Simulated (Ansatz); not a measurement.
Isolated molecules relaxed with PBE0-D4/def2-TZVP in Ansatz; ΔE leaves out vibrations. CBS: MP2 limit from def2 TZ/QZ plus the TZ coupled-cluster correction, frozen cores. This one scheme is used for every species. Functionals use def2-TZVPP. B3LYP here is the variant with VWN-RPA as its local correlation; programs differ in this. One conformer a species, not always the lowest.

`O[SiH2][SiH](S)Cl` → `O[SiH]` + `S[SiH2]Cl`  (silylene formation by 1,1-elimination)

Q: Is it downhill or uphill in electronic energy at CCSD(T)/CBS, and by how much? (An estimate is asked.)

A: The calculation gave: Uphill: ΔE = +181.1 kJ/mol.

Q: What do these levels give: PBE-D4, r2SCAN-D4, PBE0-D4, PBE, r2SCAN, PBE0, B3LYP, SCS-MP2/def2-TZVPP, CCSD/def2-TZVPP, CCSD(T)/def2-TZVPP, HF/def2-QZVPP, MP2/def2-QZVPP? (An estimate is asked.)

A: Computed: PBE-D4 190.6, r2SCAN-D4 200.7, PBE0-D4 199.7, PBE 178.3, r2SCAN 197.3, PBE0 188.6, B3LYP 159.6, SCS-MP2/def2-TZVPP 174.5, CCSD/def2-TZVPP 169.8, CCSD(T)/def2-TZVPP 173.3, HF/def2-QZVPP 159.7, MP2/def2-QZVPP 190.4 kJ/mol.

Largest T1 diagnostic among the species: 0.016.

The D4 term adds +19.8 kJ/mol with B3LYP and +11.1 kJ/mol with PBE0; it sums over pairs of atoms, weighted by their polarisabilities, and B3LYP, whose exchange is more repulsive, gets the larger term. From PBE to PBE0 (25 % exact exchange), in def2-TZVPP and without D4, ΔE moves by +10.2 kJ/mol. In def2-TZVPP, CCSD(T) changes the Hartree–Fock value by +12.8 kJ/mol (the triples alone add +3.5 kJ/mol) and MP2 by +25.7 kJ/mol.
